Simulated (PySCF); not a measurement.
Substituent chemical shifts

Parent skeleton `[CH2:1]=[C:2]([CH3:3])[C:4](=[CH2:5])[CH3:6]`; one hydrogen on atom 1 is replaced by X. Hydrogens on one atom are averaged.

Isolated molecule, non-relativistic, fast rotation and ring inversion assumed for equivalent nuclei, single conformer. Geometry: GFN2-xTB; PBE0/pcSseg-1 with gauge-including orbitals; PySCF 2.14.0 with density-fitted response routines.

Chemical shifts δ = σref − σ; ¹³C and ¹H against TMS, all at this level.

Parent (X = H): C1 120.0, C2 150.5, C3 23.7, C4 150.5, C5 120.0, C6 23.7, H(C1) 5.32, H(C3) 2.05, H(C5) 5.32 ppm. Effects are Δδ = δ(X) − δ(H), positive for deshielding.

Four derivatives gave (Δδ, ppm):
```
compound     C1     C2    C3    C4    C5    C6  H(C1)  H(C3)  H(C5)
       1  +24.3  -27.4  -3.6  +0.1  -4.1  +4.5  +0.98  -0.32  -0.34
       2  +10.1   +3.5  -4.5  +2.2  +2.6  +0.5  +0.53  +0.01  +0.19
       3   +6.9   -9.5  +3.9  +1.6  -0.2  +4.5  +0.42  -0.02  -0.14
       4  +23.3  -23.0  -0.8  +1.5  +5.0  +2.0  +0.85  -0.27  +0.12
```

Problem. Their substituents are CHF2, N(SiH3)2, OSiH3, SSiH3. Which is which?

Solution. 1: X = OSiH3 (C=C(C)/C(C)=C\O[SiH3]); 2: X = CHF2 (C=C(C)/C(C)=C/C(F)F); 3: X = SSiH3 (C=C(C)/C(C)=C\S[SiH3]); 4: X = N(SiH3)2 (C=C(C)/C(C)=C\N([SiH3])[SiH3]).
